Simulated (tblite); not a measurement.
C₆H₆NOS (doublet state).
Z-matrix (Å and degrees, GFN2-xTB geometry), rows numbered from 1:
```
C 
N   1  1.4419
C   2  1.3542  1  122.31
C   3  1.3868  2  128.24  1   -11.04
C   4  1.3803  3  109.85  2  -177.57
C   5  1.3413  4  120.12  3     0.02
C   6  1.4279  5  133.22  4   178.86
O   7  1.2105  6  126.33  5   179.99
S   3  1.7432  2  119.28  1   170.37
H   1  1.0896  2  109.44  3    51.98
H   1  1.0956  2  112.22  3   -68.84
H   1  1.0876  2  108.82  3   170.49
H   2  1.0082  1  116.97  3   154.78
H   4  1.0724  3  124.91  2     2.89
H   7  1.1095  6  112.26  5    -0.00
```

Structure optimised with GFN2-xTB, isolated species. This method treats the open shell by occupation alone, without spin polarisation.

Take the most abundant isotopes and a rigid rotor. The values belong to one conformer with, in the numbering `[CH3:1][NH:2][c:3]1[cH:4][c:5][c:6]([CH:7]=[O:8])[s:9]1`, C1–N2–C3–C4 -11°, C5–C6–C7–O8 180°.

(1) What are A, B and C (cm⁻¹)?

(2) What kind of rotor is it?

(3) What does the inertial defect say?

(4) Where do the levels up to J = 3 lie, in cm⁻¹?

Answers

(1) Ia = 110.67, Ib = 626.21, Ic = 733.21 u·Å²; 505379 MHz·u·Å²/I gives 4566, 807.0 and 689.3 MHz, that is A = 0.15232, B = 0.02692, C = 0.02299 cm⁻¹.

(2) A near-prolate asymmetric top. Ray's parameter κ = (2B − A − C)/(A − C) = -0.939; −1 is the prolate and +1 the oblate limit.

(3) Not planar: Δ = Ic − Ia − Ib = -3.67 u·Å². For a rigid frame Δ = −2 Σ m c², so Σ m c² = 1.84 u·Å² lies off the ab plane: 1.63 from hydrogen and 0.21 from heavier atoms. The atom farthest from that plane is 1.10 Å away.

(4) Above 0(0,0):
J = 1: 1(0,1) 0.0499, 1(1,1) 0.1753, 1(1,0) 0.1792
J = 2: 2(0,2) 0.1496, 2(1,2) 0.2712, 2(1,1) 0.2830, 2(2,1) 0.6592, 2(2,0) 0.6593
J = 3: 3(0,3) 0.2990, 3(1,3) 0.4150, 3(1,2) 0.4386, 3(2,2) 0.8089, 3(2,1) 0.8094, 3(3,1) 1.4458, 3(3,0) 1.4458

For this open shell read J as N, the rotation without spin; fine and hyperfine splittings come on top. Its GFN2-xTB frequencies are all real (lowest 61 cm⁻¹). Zero-point vibration and centrifugal distortion are left out.

These are computed values.
